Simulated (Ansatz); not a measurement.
The cluster Ca7Si2. Charge 0, multiplicity 3. Geometry PBE0-D4/def2-SVP, that of the neutral singlet; atoms count from 1.

```xyz
9

Ca   -1.181    1.990   -1.252
Ca   -0.256    2.235    2.205
Ca    1.703   -0.779    2.832
Ca    1.076   -2.617   -0.455
Ca   -2.984   -0.185    0.871
Ca    0.707   -0.362   -3.320
Ca    2.351    0.988   -0.352
Si   -0.137   -0.278    0.721
Si   -1.279   -0.991   -1.251
```

The charge 0 triplet is spin-contaminated (final ⟨S²⟩ up to 2.13, 2.00 for a pure state). At PBE0-D4/def2-TZVP a singlet of charge 0 lies 0.05 eV below the triplet at the same geometry. That singlet is doubtful there (restricted singlet, unstable towards broken spin symmetry at other levels and untested here). The structure comes from a short search, and lower isomers may exist.

(1) Estimate the Mulliken populations from the PBE0/def2-TZVP orbitals of Ansatz.

(2) Where does the spin sit?

(3) And the Mayer bond orders between bonded heavy atoms (over 0.3)?

## Answers

(1) 
```csv
atom,charge (e),spin (α − β)
Ca1,0.21,0.22
Ca2,0.20,0.14
Ca3,0.26,0.13
Ca4,0.40,0.74
Ca5,0.44,0.52
Ca6,0.18,0.14
Ca7,0.28,0.22
Si8,-1.30,-0.01
Si9,-0.67,-0.11
```
Mulliken values and Mayer orders depend strongly on the basis.

(2) Summed by element: Ca 2.12, Si -0.12, of 2 unpaired in all. Largest on single atoms: Ca4 0.74, Ca5 0.52, Ca7 0.22.

(3) Ca1–Ca2 0.53 (3.59 Å); Ca1–Ca5 0.35 (3.53 Å); Ca1–Ca6 0.36 (3.66 Å); Ca1–Si9 0.40 (2.98 Å); Ca2–Ca3 0.53 (3.65 Å); Ca2–Ca5 0.38 (3.88 Å); Ca2–Ca7 0.31 (3.86 Å); Ca2–Si8 0.39 (2.92 Å); Ca3–Ca4 0.37 (3.82 Å); Ca3–Ca7 0.38 (3.70 Å); Ca3–Si8 0.49 (2.84 Å); Ca4–Ca6 0.36 (3.66 Å); Ca4–Si8 0.35 (2.88 Å); Ca4–Si9 0.51 (2.97 Å); Ca5–Si8 0.34 (2.85 Å); Ca5–Si9 0.64 (2.84 Å); Ca6–Ca7 0.63 (3.65 Å); Ca6–Si9 0.63 (2.94 Å); Ca7–Si8 0.33 (2.99 Å); Si8–Si9 0.82 (2.39 Å).
